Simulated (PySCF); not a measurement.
Computed data sheet: `F[Si@@H]([SiH2]P)C1CC1`

C3H10FPSi2.
Structure used (GFN2-xTB), in Å, numbered top down from 1:
```
atom  x, y, z in Å
F1     0.622    2.081   -0.533
Si2    0.161    0.532   -0.710
Si3    2.005   -0.805   -0.250
P4     3.883    0.282    0.313
C5    -1.252    0.292    0.510
C6    -2.053   -0.980    0.482
C7    -2.685    0.300    0.050
H8    -0.344    0.546   -2.084
H9     2.379   -1.628   -1.410
H10    1.759   -1.736    0.861
H11    3.263    1.175    1.169
H12    3.831    1.176   -0.742
H13   -1.090    0.710    1.498
H14   -1.818   -1.713   -0.276
H15   -2.361   -1.416    1.420
H16   -3.424    0.754    0.693
H17   -2.883    0.442   -1.002
```

Among its groups: Si–H bond, C–Si bond and cyclopropane ring.

**GFN2-xTB geometry**

```
Point group of the GFN2-xTB geometry                  : C1
Rotational constants A, B, C of the GFN2-xTB geometry : 2.879, 0.673, 0.594 GHz
```

From B3LYP/def2-SVPD ground state and vertical TDDFT (core frozen in the response) (PySCF):

```
Dipole moment                                                     : 1.93 D
HOMO energy                                                       : -7.07 eV
LUMO energy                                                       : -1.09 eV
HOMO–LUMO gap                                                     : 5.98 eV
Lowest singlet excitation                                         : 5.30 eV (234 nm, f = 0.177)
Strongest line among the 8 lowest singlet transitions             : S8 at 7.02 eV (177 nm, f = 0.208)
Lowest triplet excitation (Tamm–Dancoff)                          : 4.59 eV
Static isotropic polarisability                                   : 118.7 au
Electronic spatial extent ⟨r²⟩ about the centre of nuclear charge : 1896 bohr²
```

PBE0/pcSseg-1 ground state and GIAO shieldings, non-relativistic (PySCF):

```
Lowest Hirshfeld atomic charge                              : -0.22 e on F1
Highest Hirshfeld atomic charge                             : +0.35 e on Si2
13C chemical shifts (computed TMS as zero) by class         : 8.7 (C7), 1.6 (C5), -0.4 (C6) ppm
1H chemical shifts (computed TMS as zero) by class          : 5.03 (H8), 3.86 (H10), 3.83 (H9), 1.21 (H11/H12), 0.93 (H16), 0.57 (H15), 0.49 (H17), 0.08 (H13), -0.13 (H14) ppm
Isotropic shieldings of nuclei other than C and H, by class : 392 (F1), 318 (Si2), 446 (Si3), 636 (P4) ppm
Mayer bond orders between heavy atoms                       : F1–Si2 0.91, Si2–Si3 0.83, Si3–P4 1.00, Si2–C5 0.85, C5–C6 0.94, C6–C7 0.97, C7–C5 0.96
```

Monoisotopic mass (most abundant isotopes): 152.0043 u.

With B = h/(8π²I), that is 505.379 GHz u Å² over I, the principal moments of inertia are 175.5, 751.1 and 851.2 u Å² (most abundant isotopes). The largest Löwdin shares of the LUMO are 0.27 on Si2, 0.24 on Si3, 0.16 on P4 and 0.07 on H8. S1 lies 0.68 eV below the HOMO–LUMO gap; its leading configuration is HOMO→LUMO, weight 0.94. The vertical singlet–triplet gap S1 − T1 is 0.71 eV (TDDFT singlet less Tamm–Dancoff triplet; S1: HOMO→LUMO, weight 0.94; T1: HOMO→LUMO, weight 0.94).

Isolated species at its GFN2-xTB geometry (one conformer only).
